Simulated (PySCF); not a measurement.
**EPR parameters of C6H11O**

C6H11O (doublet state).
Structure used (GFN2-xTB), in Å, numbered top down from 1:
```
atom  x, y, z in Å
C1    -1.8256    1.1898   -0.5203
C2    -1.0460   -0.0310   -0.7999
O3    -1.8154   -1.1862   -1.0021
C4    -0.1145   -0.1128    0.4175
C5    -0.4702   -0.7309    1.5358
C6     1.2144    0.5683    0.2604
C7     2.2141   -0.3592   -0.4330
H8    -2.7157    1.1227    0.0770
H9    -1.3842    2.1551   -0.6664
H10   -0.4376    0.0754   -1.7043
H11   -2.4891   -1.2324   -0.3149
H12    0.1866   -0.7612    2.3889
H13   -1.4094   -1.2457    1.6485
H14    1.0975    1.4785   -0.3308
H15    1.6023    0.8464    1.2422
H16    2.3692   -1.2553    0.1629
H17    1.8458   -0.6595   -1.4110
H18    3.1692    0.1444   -0.5622
```

The hyperfine couplings belong to this conformer and change with its torsions.

As a line formula: `[CH2][C@H](O)C(=C)CC` [radical].

Level of theory: UKS B3LYP, pcH-1 on C H O, non-relativistic, mean-field spin-orbit, GIAO (PySCF). The structure is a single GFN2-xTB conformer in the gas phase; no vibrational or solvent corrections. A GFN2-xTB geometry isn't a minimum of the functional, and hyperfine couplings can be far from their values at a DFT geometry. The SCF solution wasn't tested for stability.

```json
{
 "g1, g2, g3": "2.00217, 2.00265, 2.00273",
 "g_iso": "2.00252",
 "Form of g": "close to axial: the two nearest values differ by 15 % of g3 − g1",
 "⟨S²⟩": "0.7557 (exact 0.7500)"
}
```

Hyperfine couplings atom by atom, in MHz; T1 to T3 are the principal values of the dipolar part; ρ(0) is the spin density at the nucleus:

```json
{"atom": "C1", "isotope": "13C", "a_iso": "96.5", "T1": "-80.1", "T2": "-79.2", "T3": "159.3", "Mulliken spin population": "1.04", "ρ(0) (bohr⁻³)": "0.0859"}
{"atom": "C2", "isotope": "13C", "a_iso": "-27.1", "T1": "-3.0", "T2": "-0.1", "T3": "3.1", "Mulliken spin population": "-0.07", "ρ(0) (bohr⁻³)": "-0.0241"}
{"atom": "O3", "isotope": "17O", "a_iso": "0.1", "T1": "-4.0", "T2": "1.9", "T3": "2.1", "Mulliken spin population": "0.01", "ρ(0) (bohr⁻³)": "-0.0002"}
{"atom": "C4", "isotope": "13C", "a_iso": "57.8", "T1": "-12.5", "T2": "-1.4", "T3": "13.9", "Mulliken spin population": "-0.02", "ρ(0) (bohr⁻³)": "0.0514"}
{"atom": "C5", "isotope": "13C", "a_iso": "8.4", "T1": "-10.0", "T2": "-8.7", "T3": "18.7", "Mulliken spin population": "0.12", "ρ(0) (bohr⁻³)": "0.0074"}
{"atom": "C6", "isotope": "13C", "a_iso": "-0.4", "T1": "-0.7", "T2": "0.0", "T3": "0.7", "Mulliken spin population": "0.00", "ρ(0) (bohr⁻³)": "-0.0004"}
{"atom": "C7", "isotope": "13C", "a_iso": "-3.3", "T1": "-0.4", "T2": "0.1", "T3": "0.3", "Mulliken spin population": "0.00", "ρ(0) (bohr⁻³)": "-0.0029"}
{"atom": "H8", "isotope": "1H", "a_iso": "-54.8", "T1": "-38.1", "T2": "-0.7", "T3": "38.8", "Mulliken spin population": "-0.04", "ρ(0) (bohr⁻³)": "-0.0123"}
{"atom": "H9", "isotope": "1H", "a_iso": "-60.5", "T1": "-38.4", "T2": "-0.5", "T3": "38.9", "Mulliken spin population": "-0.04", "ρ(0) (bohr⁻³)": "-0.0135"}
{"atom": "H10", "isotope": "1H", "a_iso": "42.0", "T1": "-5.3", "T2": "-4.6", "T3": "9.9", "Mulliken spin population": "0.02", "ρ(0) (bohr⁻³)": "0.0094"}
{"atom": "H11", "isotope": "1H", "a_iso": "-0.9", "T1": "-3.6", "T2": "-3.0", "T3": "6.6", "Mulliken spin population": "0.00", "ρ(0) (bohr⁻³)": "-0.0002"}
{"atom": "H12", "isotope": "1H", "a_iso": "-2.7", "T1": "-5.3", "T2": "-1.1", "T3": "6.4", "Mulliken spin population": "0.00", "ρ(0) (bohr⁻³)": "-0.0006"}
{"atom": "H13", "isotope": "1H", "a_iso": "-5.6", "T1": "-3.8", "T2": "-0.1", "T3": "3.8", "Mulliken spin population": "0.00", "ρ(0) (bohr⁻³)": "-0.0012"}
{"atom": "H14", "isotope": "1H", "a_iso": "-2.5", "T1": "-2.6", "T2": "-2.4", "T3": "5.0", "Mulliken spin population": "0.00", "ρ(0) (bohr⁻³)": "-0.0006"}
{"atom": "H15", "isotope": "1H", "a_iso": "0.5", "T1": "-1.5", "T2": "-0.8", "T3": "2.4", "Mulliken spin population": "0.00", "ρ(0) (bohr⁻³)": "0.0001"}
{"atom": "H16", "isotope": "1H", "a_iso": "0.6", "T1": "-0.8", "T2": "-0.5", "T3": "1.3", "Mulliken spin population": "0.00", "ρ(0) (bohr⁻³)": "0.0001"}
{"atom": "H17", "isotope": "1H", "a_iso": "0.1", "T1": "-1.1", "T2": "-0.8", "T3": "1.9", "Mulliken spin population": "0.00", "ρ(0) (bohr⁻³)": "0.0000"}
{"atom": "H18", "isotope": "1H", "a_iso": "-0.5", "T1": "-0.6", "T2": "-0.4", "T3": "1.1", "Mulliken spin population": "0.00", "ρ(0) (bohr⁻³)": "-0.0001"}
```

Largest spin populations (Mulliken): C1 (+1.04), C5 (+0.12) and C2 (-0.07). C1 is the only atom above +0.15. The positive populations add up to 1.18 and the negative ones to -0.18, together 2S = 1. The angles at C1 add up to 357.8°, so it is nearly planar; its axial dipolar tensor and the negative couplings of its protons fit spin in a p orbital normal to that plane.

Axes: g2 points within 3° of the C1–H9 bond.

Under fast tumbling the dipolar parts average out, and these isotropic splittings remain: 2 × 1H (H8/H9, I = 1/2, 3 lines) with 2.06 mT, 1 × 1H (H10, I = 1/2, 2 lines) with 1.50 mT, 1 × 1H (H13, I = 1/2, 2 lines) with 0.20 mT, 1 × 1H (H12, I = 1/2, 2 lines) with 0.10 mT, 1 × 1H (H14, I = 1/2, 2 lines) with 0.09 mT and 1 × 1H (H11, I = 1/2, 2 lines) with 0.03 mT.

Class means assume fast exchange of nuclei equivalent by connectivity; if that motion is slow, each nucleus keeps its own coupling.

The 13C coupling of C1 (96.5 MHz) shows only in satellite lines or after enrichment, since that isotope makes up about 1.07 % of natural carbon.
